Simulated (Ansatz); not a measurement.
The B1–F3 bond of BFH2O (SMILES OBF) is stretched (multiplicity 1, the rest rigid).
Geometry at rest (charge 0, multiplicity 1):
```csv
atom,x (Å),y (Å),z (Å)
B,-0.3560,-0.1697,-0.2196
H,-1.2844,-0.6674,-0.7800
F,-0.1423,1.1333,-0.3545
O,0.5051,-0.8606,0.5561
H,0.3044,-1.7990,0.6194
```

Cores are frozen in the correlated methods.

Programs: Ansatz (a first-principles code). Each number belongs to the level named beside it.

Energies above the point at 1.327 Å (the B3LYP-D3(BJ) bond length), FIC-MRCISD+Q on CASSCF(6,4)/cc-pVDZ (kcal/mol): 14.23 at 1.195 Å; 5.21 at 1.460 Å; 161.02 at 4.247 Å.

### Question
Take the last value as the depth D of a Morse curve D(1 − e^(−a(R − R₀)))², fit a and R₀ to the two near points, and test it at 1.792 and 2.323 Å.

### Answer

With D = 161.0, both near points (counted from the curve's value at 1.327 Å) are met by a = 1.75 Å⁻¹ and R₀ = 1.344 Å, so k = 2Da² = 982 kcal/(mol Å²). The curve then gives 47.2 and 107.8 kcal/mol; the level itself gives 46.0 and 110.4, so Morse is off by 1.2 and -2.6.

Doubts at one or more of the structures used: active orbitals that take no part (FIC-MRCISD+Q on CASSCF(6,4)/cc-pVDZ).
